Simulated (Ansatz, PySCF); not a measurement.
This Ansatz (an electronic-structure program) input computes a B3LYP/def2-TZVPD energy:

Ansatz 0.2 input:
```yaml
crystal:
  periodic: [false, false, false]
  atoms:
    - {symbol: C, position_ang: [1.30511154, -0.19030126, 0.16000243]}
    - {symbol: C, position_ang: [0.10291222, -0.01500586, 0.01261670]}
    - {symbol: C, position_ang: [-1.21447998, 0.17708606, -0.14889130]}
    - {symbol: H, position_ang: [2.36004904, -0.34412407, 0.28933434]}
    - {symbol: H, position_ang: [-1.58759968, 1.04652208, -0.68808273]}
    - {symbol: H, position_ang: [-1.93371204, -0.53307168, 0.25638137]}
basis:
  gaussian:
    orbitals: def2-TZVPD
hamiltonian:
  xc: {name: B3LYP}
total_charge: 1
output: {forces: true}
```

**Question.** Write an input for the same energy in PySCF and say what it gives.

**Answer.** 
```python
from pyscf import gto, scf, dft

mol = gto.M(
    atom='''
    C     1.30511154   -0.19030126    0.16000243
    C     0.10291222   -0.01500586    0.01261670
    C    -1.21447998    0.17708606   -0.14889130
    H     2.36004904   -0.34412407    0.28933434
    H    -1.58759968    1.04652208   -0.68808273
    H    -1.93371204   -0.53307168    0.25638137
    ''',
    basis='def2-tzvpd',
    charge=1,
    spin=0,
    verbose=4,
)

mf = dft.RKS(mol, xc='b3lyp').density_fit(auxbasis='def2-universal-jkfit')
mf.grids.level = 3
mf.conv_tol = 1e-9
mf.max_cycle = 100
mf.max_memory = 1500
mf.kernel()
if not mf.converged:
    mf = mf.newton()
    mf.kernel(mf.make_rdm1())
mf.analyze()
```
It gives -115.73430 Eh, and Ansatz -115.73428 Eh, a difference of 0.02 mEh, from the treatment of integrals and grids.
